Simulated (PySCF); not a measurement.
An equivalent PySCF input for Br³⁺ (bromine, charge +3), [Ar] 3d10 4s2 4p2, high-spin 3P determinant, with a scalar-relativistic core potential:

```python
from pyscf import gto, scf, dft, mp, cc
import basis_set_exchange as bse
txt = bse.get_basis("cc-pVTZ-PP", elements=["Br"], fmt="nwchem", header=False)
cut = txt.index("\nECP")
mol = gto.M(atom="Br 0 0 0", charge=3, spin=2, symmetry="D2h",
            basis=gto.basis.parse(txt[:cut]),
            ecp={"Br": gto.basis.parse_ecp(txt[cut:])})
mf = dft.UKS(mol, xc="TPSS")
mf.irrep_nelec = {'Ag': (4, 4), 'B1g': (1, 1), 'B2g': (1, 1), 'B3g': (1, 1), 'B1u': (2, 1), 'B2u': (2, 1), 'B3u': (1, 1)}
mf.kernel()
```

It reaches the same state as the run whose output follows, with an energy that differs only through the grid. The run itself started from symmetry-adapted Hartree-Fock orbitals and held the occupation by maximum overlap, on a logarithmic radial grid, so the iterations belong to that start.

```
SCF conv_tol = 1e-09
number electrons alpha = 12  beta = 10
XC functionals = TPSS
    J. Tao, J. P. Perdew, V. N. Staroverov, and G. E. Scuseria.,  Phys. Rev. Lett. 91, 146401 (2003)
    J. P. Perdew, J. Tao, V. N. Staroverov, and G. E. Scuseria.,  J. Chem. Phys. 120, 6898 (2004)
    J. Tao, J. P. Perdew, V. N. Staroverov, and G. E. Scuseria.,  Phys. Rev. Lett. 91, 146401 (2003)
    J. P. Perdew, J. Tao, V. N. Staroverov, and G. E. Scuseria.,  J. Chem. Phys. 120, 6898 (2004)
cycle= 1 E= -414.218942703881  delta_E= -0.00799  |g|= 0.078  |ddm|= 0.294
cycle= 2 E= -414.219472666336  delta_E= -0.00053  |g|= 0.045  |ddm|= 0.104
cycle= 3 E= -414.219758435413  delta_E= -0.000286  |g|= 0.000879  |ddm|= 0.0437
cycle= 4 E= -414.219758655458  delta_E= -2.2e-07  |g|= 9.5e-05  |ddm|= 0.00147
cycle= 5 E= -414.219758658445  delta_E= -2.99e-09  |g|= 3.99e-07  |ddm|= 0.000168
cycle= 6 E= -414.219758658445  delta_E= -2.27e-13  |g|= 2.33e-08  |ddm|= 8.43e-07
converged SCF energy = -414.219758658445  <S^2> = 2.0018189  2S+1 = 3.0012124
```

Energies and moments cover only the electrons outside the core potential.
